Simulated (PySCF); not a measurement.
H₇N₃OSi, SMILES N[Si](N)(N)O.

The structure is a stationary point at PBE-D3(BJ)/def2-SVP. Other conformers were not sampled.

These are PBE-D3(BJ)/def2-SVP (PySCF) values and carry that method's errors.

Frequencies are harmonic and unscaled.

```json
[
 {"mode": "1", "ν (cm⁻¹)": "117", "IR (km/mol)": "16.6", "moving atoms (share of kinetic energy)": "H 64 %, O 23 %, N 13 %"},
 {"mode": "2", "ν (cm⁻¹)": "160", "IR (km/mol)": "1.4", "moving atoms (share of kinetic energy)": "H 65 %, N 27 %"},
 {"mode": "3", "ν (cm⁻¹)": "199", "IR (km/mol)": "13.6", "moving atoms (share of kinetic energy)": "H 61 %, N 32 %"},
 {"mode": "4", "ν (cm⁻¹)": "203", "IR (km/mol)": "5.2", "moving atoms (share of kinetic energy)": "H 79 %, N 17 %"},
 {"mode": "5", "ν (cm⁻¹)": "284", "IR (km/mol)": "136.2", "moving atoms (share of kinetic energy)": "H 82 %, N 9 %"},
 {"mode": "6", "ν (cm⁻¹)": "292", "IR (km/mol)": "3.6", "moving atoms (share of kinetic energy)": "H 38 %, N 33 %, Si 17 %, O 11 %"},
 {"mode": "7", "ν (cm⁻¹)": "320", "IR (km/mol)": "22.4", "moving atoms (share of kinetic energy)": "H 43 %, N 25 %, Si 18 %, O 14 %"},
 {"mode": "8", "ν (cm⁻¹)": "325", "IR (km/mol)": "106.6", "moving atoms (share of kinetic energy)": "N 47 %, H 32 %, Si 14 %"},
 {"mode": "9", "ν (cm⁻¹)": "341", "IR (km/mol)": "39.9", "moving atoms (share of kinetic energy)": "H 60 %, O 20 %, N 17 %"},
 {"mode": "10", "ν (cm⁻¹)": "393", "IR (km/mol)": "50.2", "moving atoms (share of kinetic energy)": "H 80 %, N 16 %"},
 {"mode": "11", "ν (cm⁻¹)": "448", "IR (km/mol)": "161.4", "moving atoms (share of kinetic energy)": "H 71 %, N 29 %"},
 {"mode": "12", "ν (cm⁻¹)": "480", "IR (km/mol)": "181.7", "moving atoms (share of kinetic energy)": "H 66 %, N 31 %"},
 {"mode": "13", "ν (cm⁻¹)": "706", "IR (km/mol)": "2.1", "moving atoms (share of kinetic energy)": "N 66 %, O 21 %, H 13 %"},
 {"mode": "14", "ν (cm⁻¹)": "755", "IR (km/mol)": "2.9", "moving atoms (share of kinetic energy)": "H 66 %, N 19 %, O 13 %"},
 {"mode": "15", "ν (cm⁻¹)": "765", "IR (km/mol)": "2.0", "moving atoms (share of kinetic energy)": "H 71 %, N 26 %"},
 {"mode": "16", "ν (cm⁻¹)": "801", "IR (km/mol)": "77.3", "moving atoms (share of kinetic energy)": "H 77 %, N 17 %"},
 {"mode": "17", "ν (cm⁻¹)": "812", "IR (km/mol)": "66.7", "moving atoms (share of kinetic energy)": "H 49 %, N 32 %, O 11 %, Si 8 %"},
 {"mode": "18", "ν (cm⁻¹)": "881", "IR (km/mol)": "241.0", "moving atoms (share of kinetic energy)": "Si 42 %, H 22 %, O 18 %, N 18 %"},
 {"mode": "19", "ν (cm⁻¹)": "908", "IR (km/mol)": "186.5", "moving atoms (share of kinetic energy)": "Si 44 %, N 28 %, H 26 %"},
 {"mode": "20", "ν (cm⁻¹)": "942", "IR (km/mol)": "159.6", "moving atoms (share of kinetic energy)": "Si 42 %, H 35 %, N 15 %"},
 {"mode": "21", "ν (cm⁻¹)": "1478", "IR (km/mol)": "62.6", "moving atoms (share of kinetic energy)": "H 88 %, N 12 %"},
 {"mode": "22", "ν (cm⁻¹)": "1490", "IR (km/mol)": "32.6", "moving atoms (share of kinetic energy)": "H 90 %, N 10 %"},
 {"mode": "23", "ν (cm⁻¹)": "1494", "IR (km/mol)": "47.1", "moving atoms (share of kinetic energy)": "H 89 %, N 11 %"},
 {"mode": "24", "ν (cm⁻¹)": "3473", "IR (km/mol)": "5.4", "moving atoms (share of kinetic energy)": "H 96 %"},
 {"mode": "25", "ν (cm⁻¹)": "3477", "IR (km/mol)": "8.2", "moving atoms (share of kinetic energy)": "H 96 %"},
 {"mode": "26", "ν (cm⁻¹)": "3514", "IR (km/mol)": "16.3", "moving atoms (share of kinetic energy)": "H 96 %"},
 {"mode": "27", "ν (cm⁻¹)": "3568", "IR (km/mol)": "9.9", "moving atoms (share of kinetic energy)": "H 92 %, N 8 %"},
 {"mode": "28", "ν (cm⁻¹)": "3573", "IR (km/mol)": "11.5", "moving atoms (share of kinetic energy)": "H 92 %, N 8 %"},
 {"mode": "29", "ν (cm⁻¹)": "3616", "IR (km/mol)": "19.8", "moving atoms (share of kinetic energy)": "H 91 %, N 9 %"},
 {"mode": "30", "ν (cm⁻¹)": "3752", "IR (km/mol)": "35.9", "moving atoms (share of kinetic energy)": "H 94 %"}
]
```
